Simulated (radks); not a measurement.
The numbers below are computed, except where a source is named.
Question: Species: Ga+. Configuration: [Ar] 3d10 4s2. Code: a radial shooting solver on a logarithmic mesh with Libxc functionals. Model: non-relativistic Kohn-Sham, PBE, spin-polarised, spherical densities, point nucleus. Some entries of the table are withheld. Estimate them.

orbital,occ.,eigenvalue (hartree),r(max) (bohr),<1/r> (bohr^-1)
1s,2,(1),(2),30.51
2s,2,-45.58268,0.1858,(3)
2p,6,(4),(5),6.646
3s,2,-5.56996,0.5735,2.138
3p,6,-3.89539,0.5707,2.011
3d,10,-1.02990,0.5323,1.657
4s,2,-0.58943,1.881,0.5769

Answer: 
(1) 1s eigenvalue (hartree): -371.1653
(2) 1s r(max) (bohr): 0.03261
(3) 2s <1/r> (bohr^-1): 6.677
(4) 2p eigenvalue (hartree): -40.41978
(5) 2p r(max) (bohr): 0.1479
